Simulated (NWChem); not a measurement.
MgH2; SMILES [MgH2]

Program: NWChem. Pople sets run with spherical d functions. B3LYP is NWChem's, with the RPA form of VWN correlation. Each level has its own optimisation; frequencies are unscaled.

```
level                r H–Mg (Å)  highest harmonic frequency (cm⁻¹)  lowest (cm⁻¹)  zero-point energy (kcal/mol)
-------------------  ----------  ---------------------------------  -------------  ----------------------------
PBE0/def2-TZVP            1.705                               1636            454                           5.9
CAM-B3LYP/def2-SVP        1.692                               1663            515                           6.2
Hartree-Fock/6-31G*       1.718                               1669            476                           6.1
B3LYP/def2-TZVP           1.699                               1645            458                           6.0
B3LYP/6-31G*              1.713                               1632            455                           5.9
```
